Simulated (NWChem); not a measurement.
System: CH$_{4}$O$_{2}$Si, singlet; SMILES CO[Si]O

```xyz
8

Si    -0.6318    -0.6332     0.0576
O      0.4910    -1.8571     0.0099
H      1.4145    -1.5743    -0.0420
O      0.4254     0.6701    -0.0114
C      0.0639     2.0245    -0.0058
H      0.5217     2.5347     0.8575
H      0.4280     2.5171    -0.9222
H     -1.0308     2.1725     0.0504
```
Atoms are numbered in this order, from 1.

All runs: NWChem. Geometry optimised at PBE0/def2-SVP; all other runs use it. Low-valent species are run as closed-shell singlets; no triplet was tried in these runs.

```json
[
 {"quantity": "vertical ionisation energy, ΔSCF (eV)", "level": "PBE/def2-SVP", "value": "9.09"},
 {"quantity": "anisotropy (bohr³), static", "level": "PBE/def2-SVPD", "value": "18.2"},
 {"quantity": "solvation free energy (kcal/mol) in n-hexane", "level": "PBE0/def2-SVP, SMD", "value": "-2.7"},
 {"quantity": "vertical, lowest state with f > 0.02, singlet (eV)", "level": "PBE/def2-SVPD, TDA", "value": "4.93"},
 {"quantity": "dipole (D)", "level": "PBE0/def2-SVP", "value": "2.11"},
 {"quantity": "highest harmonic frequency (cm⁻¹)", "level": "PBE0/def2-SVP", "value": "3847"}
]
```
